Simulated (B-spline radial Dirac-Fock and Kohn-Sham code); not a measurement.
The computed values come from a radial finite-basis atomic code: relaxed Dirac-Fock hole states (ΔSCF) with Breit and QED corrections and a finite nucleus. Free neutral atoms.

Q: Order these X-ray lines by photon energy, lowest first.
A. Co Lγ5
B. Co Lβ3
C. Zn Lℓ
D. Pr Mζ2
E. Ca Lγ5
F. In Mζ2

A: E (355.5 eV), F (362.2 eV), D (702.9 eV), A (801.5 eV), B (866.9 eV), C (878.6 eV).
